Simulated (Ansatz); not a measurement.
Input for Ansatz (a program for electronic structure): U-BHLYP/def2-TZVPP on CH (SMILES [CH]), 2S+1 = 4, a spin state set in the input, which need not be the lowest, at the other state's geometry.

Ansatz 0.2 input:
```yaml
crystal:
  periodic: [false, false, false]
  atoms:
    - {symbol: C, position_ang: [-0.00000000, -0.00000000, -0.16050086]}
    - {symbol: H, position_ang: [0.00000000, 0.00000000, 0.96300518]}
basis:
  gaussian:
    orbitals: def2-TZVPP
hamiltonian:
  xc: {name: BHLYP}
magnetization: {spin_polarized: true, initial_magnetization: 3}
```

Output:

```
Functional definition: BHLYP
[...]
integrals: 0.00 GiB planned
280 factors; their error is unknown
mean field: 0.08 GiB planned
mean field evaluation 1: about -1045.7102 eV, gradient 8.1e0 eV
mean field evaluation 2: about -1046.0491 eV, gradient 3.3e0 eV
mean field evaluation 4: about -1046.1302 eV, gradient 2.8e-1 eV
mean field evaluation 8: about -1046.1404 eV, gradient 6.7e-3 eV
mean field -1046.14037614 eV, -38.4449497239 hartree, gradient 1.7e-5 eV, S^2 3.751771; 0 other end points of the search recorded, 0 dependent functions left out
reference -1046.14048888 eV, -38.4449538667 hartree; 5, 2 occupied and 40, 43 virtual orbitals, 280 factors
Total energy: -1046.14048888 eV, -38.4449538667 hartree
```

Self-consistency was reached.

Cost: very roughly 0.5 core-seconds.
